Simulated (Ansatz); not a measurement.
The same carbene extrusion along the group O, S, Se.

Gas-phase electronic energies from Ansatz, PBE0-D4/def2-TZVP geometries. CCSD(T)/CBS adds triple-zeta CCSD(T) − MP2 to the extrapolated MP2 energy (def2 sets, frozen cores). This one scheme is used for every species. DFT in def2-TZVPP. For Se outer-core shells are correlated without core-valence functions, which leaves a few kJ/mol of doubt a bond. Scalar relativity is left out up to krypton. One conformer a species, not always the lowest.

```
                      reaction  ωB97M-V (kcal/mol)  MP2/CBS(def2) (kcal/mol)
      `COCF` → `[CH]F` + CH₃OH                88.5                      94.0
      `CSCF` → `[CH]F` + CH₃SH                87.9                      95.4
`C[Se]CF` → `[CH]F` + `C[SeH]`                86.8                      95.0
```

Q: Give the CCSD(T)/CBS values in the same order. (An estimate is asked.)

A: Computed: 88.0, 88.2, 87.6 kcal/mol.

Largest T1 diagnostic: 0.018, for `[CH]F`.
